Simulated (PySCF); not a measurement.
C7H8FNSi.
Structure used (PBE0-D3(BJ)/def2-SVP), in Å, numbered top down from 1:
```xyz
18
C7H8FNSi angstrom
F      4.3729    1.8323   -0.7343
C      3.8875    0.9270    0.1672
C      2.6938    0.2531   -0.3280
C      1.6945   -0.3111   -0.7359
Si     0.1983   -1.1516   -1.3603
N     -1.2217   -0.4236   -0.6028
C     -1.3623   -0.1158    0.7353
C     -2.6510    0.3046    0.9602
C     -3.3345    0.2523   -0.2889
C     -2.4348   -0.1980   -1.2243
H      4.6715    0.1800    0.3834
H      3.6472    1.4508    1.1093
H      0.0457   -0.9514   -2.8250
H      0.2944   -2.6012   -1.0336
H     -0.5206   -0.2087    1.4194
H     -3.0588    0.6267    1.9166
H     -4.3704    0.5258   -0.4805
H     -2.5564   -0.3711   -2.2923
```

Level: PBE0/pcSseg-1 in PySCF, non-relativistic, on one gas-phase PBE0-D3(BJ)/def2-SVP geometry that isn't relaxed in the solvent. The solvent is an IEF-PCM continuum (Bondi radii, 1.10 Å for H, scaled by 1.2). Specific hydrogen bonds and non-electrostatic terms are outside this model.

| run | E − E(gas) (kcal/mol) | HOMO (eV) | HOMO–LUMO gap (eV) | dipole (D) |
| --- | --- | --- | --- | --- |
| gas | 0.00 | -6.25 | 5.39 | 1.93 |
| P | -6.81 | -6.42 | 5.71 | 2.50 |
| Q | -4.70 | -6.35 | 5.61 | 2.32 |

**Question.** The runs were made in chloroform and water. Which run belongs to which solvent?

**Answer.** P = water, Q = chloroform. The dielectric constants are 4.711 (chloroform), 78.36 (water), and the energy falls further as ε rises. In this model the ground state sees the solvent through ε alone.

**Question.** How constant is the ratio of the lowering to (ε − 1)/(2ε + 1)?

**Answer.** 
```tsv
solvent	(ε − 1)/(2ε + 1)	E − E(gas) (kcal/mol)	ratio (kcal/mol)	polarisation term (kcal/mol)
chloroform	0.356	-4.70	-13.2	-5.15
water	0.490	-6.81	-13.9	-7.76
```

The ratio changes by +5.2 % in size from chloroform to water. The polarisation term is half the interaction of the solute with the induced surface charges.
